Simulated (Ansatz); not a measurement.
Cost and result for the atomization energy of C₂H₅FOSi, SMILES `C=C[SiH](O)F` (10 atoms, 9 bonds).

```xyz
10

C    -1.104   -1.143    0.378
C    -0.602   -0.419   -0.620
Si    0.903    0.637   -0.424
O     1.235    0.935    1.146
F     0.618    2.001   -1.210
H    -0.651   -1.145    1.366
H    -1.983   -1.770    0.256
H    -1.094   -0.466   -1.590
H     2.134    0.055   -0.993
H     0.544    1.317    1.690
```

Charge 0, multiplicity 1. The structure was optimised at the PBE0-D4/def2-TZVP level. It is one conformer, not always the lowest. Program: Ansatz. All runs use 4 threads of an Intel Xeon on a shared host. Times are those of one run each, without the atoms' runs, and a repeat can differ threefold. Electronic energies, without spin–orbit coupling; frozen cores. CCSD(T)/CBS adds CCSD(T) − MP2 in def2-TZVPP to the MP2 limit, and its time is that of the two runs behind it. T1 = 0.012. B3LYP takes the VWN-RPA correlation (the form of Gaussian; ORCA's B3LYP/G).

CCSD(T)/CBS is a level of theory with its own doubt, some kJ/mol a heavy atom from the limit and from the frozen cores, so smaller differences don't rank the functionals.

```tsv
level	functions	wall time
LDA (SPW92)/def2-TZVPP	236	1.4 s
BHLYP-D4/def2-TZVPP	236	2.7 s
CAM-B3LYP-D4/def2-TZVPP	236	3.3 s
CCSD(T)/def2-SVP	99	3.7 s
r2SCANh-D4/def2-TZVPP	236	3.7 s
B3LYP-D4/def2-TZVPP (with forces)	236	4.3 s
B2PLYP/def2-TZVPP	236	4.8 s
PBE-QIDH/def2-TZVPP	236	5.5 s
ωB97X-V/def2-TZVPP	236	6.5 s
ωB97M-V/def2-TZVPP (with forces)	236	9 s
MP2/def2-QZVPP	448	19 s
CCSD(T)/def2-TZVPP	236	74 s
CCSD(T)/CBS(def2)	–	93 s
```

(1) What atomization energy does each give, and how far from CCSD(T)/CBS? (Estimate.)

Results:

(1) Computed: 
```json
{"level": "LDA (SPW92)/def2-TZVPP", "atomization (kcal/mol)": "1110.9", "difference from CCSD(T)/CBS": "131.1", "per bond": "14.6"}
{"level": "BHLYP-D4/def2-TZVPP", "atomization (kcal/mol)": "945.3", "difference from CCSD(T)/CBS": "-34.5", "per bond": "-3.8"}
{"level": "CAM-B3LYP-D4/def2-TZVPP", "atomization (kcal/mol)": "980.3", "difference from CCSD(T)/CBS": "0.5", "per bond": "0.1"}
{"level": "CCSD(T)/def2-SVP", "atomization (kcal/mol)": "915.6", "difference from CCSD(T)/CBS": "-64.2", "per bond": "-7.1"}
{"level": "r2SCANh-D4/def2-TZVPP", "atomization (kcal/mol)": "970.8", "difference from CCSD(T)/CBS": "-9.0", "per bond": "-1.0"}
{"level": "B3LYP-D4/def2-TZVPP (with forces)", "atomization (kcal/mol)": "974.0", "difference from CCSD(T)/CBS": "-5.8", "per bond": "-0.6"}
{"level": "B2PLYP/def2-TZVPP", "atomization (kcal/mol)": "967.6", "difference from CCSD(T)/CBS": "-12.2", "per bond": "-1.4"}
{"level": "PBE-QIDH/def2-TZVPP", "atomization (kcal/mol)": "968.5", "difference from CCSD(T)/CBS": "-11.3", "per bond": "-1.3"}
{"level": "ωB97X-V/def2-TZVPP", "atomization (kcal/mol)": "976.8", "difference from CCSD(T)/CBS": "-3.0", "per bond": "-0.3"}
{"level": "ωB97M-V/def2-TZVPP (with forces)", "atomization (kcal/mol)": "978.9", "difference from CCSD(T)/CBS": "-0.9", "per bond": "-0.1"}
{"level": "MP2/def2-QZVPP", "atomization (kcal/mol)": "991.2", "difference from CCSD(T)/CBS": "11.4", "per bond": "1.3"}
{"level": "CCSD(T)/def2-TZVPP", "atomization (kcal/mol)": "953.4", "difference from CCSD(T)/CBS": "-26.4", "per bond": "-2.9"}
{"level": "CCSD(T)/CBS(def2)", "atomization (kcal/mol)": "979.8", "difference from CCSD(T)/CBS": "0.0", "per bond": "0.0"}
```

From PBE to PBE0 (25 % exact exchange), in def2-TZVPP and without D4, the atomization energy moves by −18.0 kcal/mol: exact exchange takes away binding that semilocal exchange gives to molecules. In def2-TZVPP, CCSD(T) changes the Hartree–Fock value by +229.8 kcal/mol (the triples alone add +14.2 kcal/mol) and MP2 by +251.7 kcal/mol; breaking electron pairs costs correlation energy, which Hartree–Fock lacks. Leaving LDA and LC-ωPBE aside and taking each functional with its dispersion term where it has one, the values, not all of them listed here, spread over 45.5 kcal/mol, from BHLYP-D4 to PBE-D4. LDA lies +124.6 kcal/mol from PBE without D4, its usual overbinding.
